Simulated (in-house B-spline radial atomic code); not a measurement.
**Ionising the titanium ion Ti²⁺ with different functionals**

Computed with an all-electron radial atomic-structure program (B-spline basis): scalar-relativistic (spin-free X2C) Hamiltonian, Fermi nucleus of rms radius 3.5921 fm, spin-polarised at highest spin, spherical fractional occupations for the functionals, the average over the highest-spin determinants for Hartree-Fock. The ionisation energy is the difference of two self-consistent energies, [Ar] 3d2 → [Ar] 3d1, without Breit or QED terms; ε is the level of the shell that loses the electron (its least bound occupied spin orbital).

Hybrids are left out here: with spherical fractional occupations of an open shell their exact exchange keeps a self-interaction that integer-occupation calculations don't have.

```json
{"method": "Hartree-Fock", "rung": "Hartree-Fock", "ΔSCF (eV)": "26.04", "-ε(3d) (eV)": "27.22"}
{"method": "LDA VWN5", "rung": "LDA", "ΔSCF (eV)": "27.79", "-ε(3d) (eV)": "20.61"}
{"method": "LDA PW92", "rung": "LDA", "ΔSCF (eV)": "27.78", "-ε(3d) (eV)": "20.60"}
{"method": "LDA exchange-only", "rung": "LDA", "ΔSCF (eV)": "26.41", "-ε(3d) (eV)": "19.38"}
{"method": "PBE", "rung": "GGA", "ΔSCF (eV)": "27.58", "-ε(3d) (eV)": "20.41"}
{"method": "PBEsol", "rung": "GGA", "ΔSCF (eV)": "?", "-ε(3d) (eV)": "?"}
{"method": "BLYP", "rung": "GGA", "ΔSCF (eV)": "27.52", "-ε(3d) (eV)": "20.33"}
{"method": "RPBE", "rung": "GGA", "ΔSCF (eV)": "?", "-ε(3d) (eV)": "?"}
{"method": "PW91", "rung": "GGA", "ΔSCF (eV)": "27.67", "-ε(3d) (eV)": "20.49"}
{"method": "BP86", "rung": "GGA", "ΔSCF (eV)": "27.60", "-ε(3d) (eV)": "20.44"}
{"method": "AM05", "rung": "GGA", "ΔSCF (eV)": "27.52", "-ε(3d) (eV)": "20.35"}
{"method": "OLYP", "rung": "GGA", "ΔSCF (eV)": "27.64", "-ε(3d) (eV)": "20.38"}
{"method": "TPSS", "rung": "meta-GGA", "ΔSCF (eV)": "27.37", "-ε(3d) (eV)": "20.20"}
{"method": "SCAN", "rung": "meta-GGA", "ΔSCF (eV)": "27.24", "-ε(3d) (eV)": "20.18"}
{"method": "r2SCAN", "rung": "meta-GGA", "ΔSCF (eV)": "27.29", "-ε(3d) (eV)": "20.21"}
{"method": "revTPSS", "rung": "meta-GGA", "ΔSCF (eV)": "27.24", "-ε(3d) (eV)": "20.09"}
```

(1) What does PBEsol give?

(2) What does RPBE give?

(3) How do they compare with the NIST value?

Results:

(1) ΔSCF 27.54 eV, and -ε(3d) = 20.38 eV.

(2) ΔSCF 27.51 eV, and -ε(3d) = 20.33 eV.

(3) NIST lists 27.492 eV (measured, ground level to ground level). Errors run from -1.45 to +0.30 eV; RPBE is closest (+0.01 eV), but part of that can be cancellation, since the calculations leave out spin-orbit coupling, Breit-QED terms, multiplet and fine-structure energies. Hartree-Fock also lacks correlation.
